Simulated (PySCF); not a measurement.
**Electronic structure of Fe (iron, neutral) at the UHF level**

Configuration: [Ar] 3d6 4s2, high-spin 5D determinant. Calculation: PySCF 2.14, in jorge-DZP-DKH (8s6p2d1f, 43 functions); scalar relativity by spin-free X2C-1e.

| Quantity | Value |
| --- | --- |
| Total energy | -1271.294168 hartree |
| One-electron energy | -1756.1299 hartree |
| Hartree (Coulomb) energy | 539.8175 hartree |
| Exchange energy | -54.9818 hartree |
| ⟨S²⟩ | 6.0150 |
| ⟨L²⟩ | 6.012 |
| Sum of ⟨r⟩ | 21.73 bohr |
| Sum of ⟨r²⟩ | 40.19 bohr² |
| Traceless quadrupole moment −½Σ⟨3z² − r²⟩ along its main axis | 0.397 e·bohr² |
| Langevin diamagnetic susceptibility | -31.8 ×10⁻⁶ cm³/mol |
| Time after the integrals | 0.28 s of wall time on 1 thread of Neoverse-N1 (shared host) |

| shell | electrons | mean orbital energy (hartree) | spread (hartree) | rms radius, mean of both spins (bohr) |
| --- | --- | --- | --- | --- |
| 1s β | 1 | -263.67466 | 0 | 0.0675 |
| 1s α | 1 | -263.67370 | 0 | 0.0675 |
| 2s α | 1 | -32.48356 | 0 | 0.288 |
| 2s β | 1 | -32.36621 | 0 | 0.288 |
| 2p α | 3 | -27.55577 | 0.03334 | 0.260 |
| 2p β | 3 | -27.44139 | 0.00120 | 0.260 |
| 3s α | 1 | -4.41598 | 0 | 0.872 |
| 3s β | 1 | -4.06492 | 0 | 0.872 |
| 3p α | 3 | -2.96215 | 0.07528 | 0.937 |
| 3p β | 3 | -2.53840 | 0.05170 | 0.937 |
| 3d α | 5 | -0.66173 | 0.08674 | 1.21 |
| 3d β | 1 | -0.45934 | 0 | 1.21 |
| 4s α | 1 | -0.27820 | 0 | 3.46 |
| 4s β | 1 | -0.24013 | 0 | 3.46 |

Densities and radii are taken from the X2C orbitals without a picture-change correction, which distorts them close to the nucleus.
